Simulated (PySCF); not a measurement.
# P²⁺: ionisation energy

P²⁺ [Ne] 3s2 3p1 (2P) → P³⁺ [Ne] 3s2 (1S), as a difference of total energies. Calculation: PySCF 2.14, in cc-pVDZ-DK (4s3p1d, 18 functions); scalar relativity by spin-free X2C-1e. Correlated levels: valence: [Ne] frozen. The calculations carry no spin-orbit coupling.

| method | ionisation energy (eV) | difference from reference (eV) |
| --- | --- | --- |
| UHF | 29.543 | -0.660 |
| LDA | 30.189 | -0.014 |
| PBE | 30.250 | +0.047 |
| MP2 (valence) | 29.717 | -0.486 |
| SCS-MP2 (valence) | 29.698 | -0.505 |
| CCSD (valence) | 29.817 | -0.386 |
| CCSD(T) (valence) | 29.833 | -0.370 |

Reference: 30.203 eV (measured; NIST Atomic Spectra Database, ionization energies).

The reference lies between the lowest fine-structure levels, while these numbers refer to the centres of the terms.

Errors of the correlated levels include the incompleteness of this basis and the frozen core.
